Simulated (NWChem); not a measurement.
# Si2N2H5Cl; SMILES [SiH2]1N[SiH](Cl)N1

```xyz
10

Cl     0.4402     2.2004     0.0074
Si    -0.6493     0.4190    -0.0172
N     -0.1760    -0.7513    -1.2034
Si     0.3567    -1.9095     0.0027
N     -0.1657    -0.7277     1.1930
H     -2.0562     0.8732    -0.0446
H     -0.3815    -0.8373    -2.1867
H     -0.3888    -3.1977    -0.0107
H      1.8104    -2.2322     0.0298
H      0.1414    -0.5754     2.1419
```
Atoms are numbered in this order, from 1.

Level: B3LYP/6-31G* (spherical d) (NWChem), optimised geometry, unscaled harmonic frequencies. 

### Question
List the harmonic frequencies with IR intensities, and the thermochemistry.

### Answer
```
frequency (cm⁻¹)  IR intensity (km/mol)
----------------  ---------------------
110                                 4.3
159                                 3.1
268                                15.3
317                                 9.6
419                               253.3
488                                31.5
576                                32.5
596                                19.6
665                                 0.1
694                                85.0
723                                13.7
793                                 7.2
811                               209.8
877                               158.3
918                                32.7
988                               329.2
1041                               93.3
1058                               19.8
1090                              437.0
2233                              219.8
2242                              222.5
2287                              151.6
3667                               30.4
3677                               66.2
```

```
Quantity                                                                            Value
-----------------------------------------------------------------------  ----------------
zero-point energy                                                           38.1 kcal/mol
thermal correction to the enthalpy at 298.15 K (with zero-point energy)     42.9 kcal/mol
heat capacity Cv                                                         24.2 cal/(mol K)
entropy at 298.15 K and 1 atm (symmetry number 1)                        81.2 cal/(mol K)
dipole moment                                                                      1.97 D
```

Rigid rotor and harmonic oscillator.
